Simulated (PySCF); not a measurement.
In(Me)(Vi)(OEt), SMILES [In]([O]CC)([CH3])[CH]=C, GFN2-xTB optimised geometry.

```
18

In    -0.22    -0.48     0.00
C     -1.90    -1.99    -0.02
H     -1.49    -2.99     0.05
H     -2.45    -1.88    -0.95
H     -2.55    -1.80     0.83
C      2.00    -0.48     0.00
C      2.74    -1.57     0.00
H      2.44     0.51     0.00
H      3.82    -1.53     0.00
H      2.31    -2.56    -0.01
O     -0.54     1.49     0.00
C     -1.66     2.31     0.01
C     -2.98     1.55     0.10
H     -1.59     2.99     0.88
H     -1.66     2.93    -0.90
H     -2.99     0.95     1.01
H     -3.82     2.24     0.11
H     -3.07     0.88    -0.76
```

Density from CAM-B3LYP/def2-SVP, def2 effective core potentials past Kr (PySCF) at that geometry. The core electrons that the potentials of In replace are not part of the density.

Minimum of the electron density along straight lines between bonded atoms, close to the bond critical point (lines longer than 1.1 times the sum of covalent radii, or with two minima, are not listed):

```json
[
 {"bond": "In1–C2", "length / Å": "2.258", "ρ at the minimum / e bohr⁻³": "0.082", "∇²ρ there / e bohr⁻⁵": "0.13", "position (fraction from the first atom)": "0.51"},
 {"bond": "C2–H3", "length / Å": "1.085", "ρ at the minimum / e bohr⁻³": "0.275", "∇²ρ there / e bohr⁻⁵": "-1.02", "position (fraction from the first atom)": "0.63"},
 {"bond": "C2–H4", "length / Å": "1.088", "ρ at the minimum / e bohr⁻³": "0.272", "∇²ρ there / e bohr⁻⁵": "-1.00", "position (fraction from the first atom)": "0.63"},
 {"bond": "C2–H5", "length / Å": "1.088", "ρ at the minimum / e bohr⁻³": "0.273", "∇²ρ there / e bohr⁻⁵": "-1.00", "position (fraction from the first atom)": "0.63"},
 {"bond": "In1–C6", "length / Å": "2.219", "ρ at the minimum / e bohr⁻³": "0.086", "∇²ρ there / e bohr⁻⁵": "0.17", "position (fraction from the first atom)": "0.50"},
 {"bond": "C6–C7", "length / Å": "1.319", "ρ at the minimum / e bohr⁻³": "0.350", "∇²ρ there / e bohr⁻⁵": "-0.96", "position (fraction from the first atom)": "0.50"},
 {"bond": "C6–H8", "length / Å": "1.084", "ρ at the minimum / e bohr⁻³": "0.279", "∇²ρ there / e bohr⁻⁵": "-1.07", "position (fraction from the first atom)": "0.64"},
 {"bond": "C7–H9", "length / Å": "1.085", "ρ at the minimum / e bohr⁻³": "0.279", "∇²ρ there / e bohr⁻⁵": "-1.06", "position (fraction from the first atom)": "0.64"},
 {"bond": "C7–H10", "length / Å": "1.082", "ρ at the minimum / e bohr⁻³": "0.281", "∇²ρ there / e bohr⁻⁵": "-1.08", "position (fraction from the first atom)": "0.63"},
 {"bond": "In1–O11", "length / Å": "1.991", "ρ at the minimum / e bohr⁻³": "0.098", "∇²ρ there / e bohr⁻⁵": "0.63", "position (fraction from the first atom)": "0.52"},
 {"bond": "O11–C12", "length / Å": "1.392", "ρ at the minimum / e bohr⁻³": "0.269", "∇²ρ there / e bohr⁻⁵": "-0.47", "position (fraction from the first atom)": "0.66"},
 {"bond": "C12–C13", "length / Å": "1.527", "ρ at the minimum / e bohr⁻³": "0.250", "∇²ρ there / e bohr⁻⁵": "-0.60", "position (fraction from the first atom)": "0.50"},
 {"bond": "C12–H14", "length / Å": "1.101", "ρ at the minimum / e bohr⁻³": "0.278", "∇²ρ there / e bohr⁻⁵": "-1.03", "position (fraction from the first atom)": "0.63"},
 {"bond": "C12–H15", "length / Å": "1.101", "ρ at the minimum / e bohr⁻³": "0.278", "∇²ρ there / e bohr⁻⁵": "-1.03", "position (fraction from the first atom)": "0.63"},
 {"bond": "C13–H16", "length / Å": "1.092", "ρ at the minimum / e bohr⁻³": "0.273", "∇²ρ there / e bohr⁻⁵": "-0.99", "position (fraction from the first atom)": "0.62"},
 {"bond": "C13–H17", "length / Å": "1.088", "ρ at the minimum / e bohr⁻³": "0.276", "∇²ρ there / e bohr⁻⁵": "-1.02", "position (fraction from the first atom)": "0.63"},
 {"bond": "C13–H18", "length / Å": "1.092", "ρ at the minimum / e bohr⁻³": "0.274", "∇²ρ there / e bohr⁻⁵": "-0.99", "position (fraction from the first atom)": "0.62"}
]
```
